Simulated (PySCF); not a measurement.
## How methods differ on the ionisation energy of I

I [Kr] 4d10 5s2 5p5 (2P) → I⁺ [Kr] 4d10 5s2 5p4 (3P), as a difference of total energies. Computed with PySCF 2.14 in def2-QZVPPD with the def2 core potential (28 electrons) (8s7p5d4f1g, 91 functions), with a scalar-relativistic core potential. Correlated levels: valence: 4s2 4p6 4d10 frozen; valence and next inner shell: nothing frozen outside the core potential. The calculations carry no spin-orbit coupling.

```tsv
method	ionisation energy (eV)
UHF	9.545
LDA	10.796
PBE	10.510
PBE0	10.534
r2SCAN	10.543
BLYP	10.451
BP86	10.666
HSE06	10.561
wB97M-V	10.492
MP2 (valence)	10.384
SCS-MP2 (valence)	10.402
MP2 (valence and next inner shell)	10.503
SCS-MP2 (valence and next inner shell)	10.483
```

**Question.** How much does correlation contribute at MP2 (valence and next inner shell)?

**Answer.** 10.503 − (9.545) = 0.958 eV, measured against UHF.

Errors of the correlated levels include the incompleteness of this basis and the frozen core.

For comparison: 10.519 eV (measured; NIST levels, between the centres of gravity of the two terms).
